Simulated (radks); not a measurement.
The numbers below are computed, except where a source is named.
Task: Pm2+, configuration [Xe] 4f5 (the NIST ground configuration). Code: a radial shooting solver on a logarithmic mesh with Libxc functionals. Model: scalar-relativistic Kohn-Sham, PBEsol, spin-unpolarised, spherical densities, finite nucleus; Fermi nuclear charge, rms radius 4.962 fm. Some entries of the table are withheld. Estimate them.

orbital,occ.,eigenvalue (eV),<1/r> (bohr^-1),<r> (bohr)
1s,2,-45011.32,(1),0.02319
2s,2,-7329.731,15.59,0.09899
2p,6,-6548.536,14.66,0.08712
3s,2,-1608.265,5.692,0.2607
3p,6,-1362.920,5.373,0.2589
3d,10,-1026.277,5.100,0.2363
4s,2,-329.9459,(2),0.5931
4p,6,-249.4237,2.198,0.6281
4d,10,-135.6760,1.924,0.6887
5s,2,-55.0765,0.9196,1.438
5p,6,-35.7910,0.7765,1.678
4f,5,-15.2178,1.312,1.034

Result: 
(1) 1s <1/r> (bohr^-1): 67.39
(2) 4s <1/r> (bohr^-1): 2.387
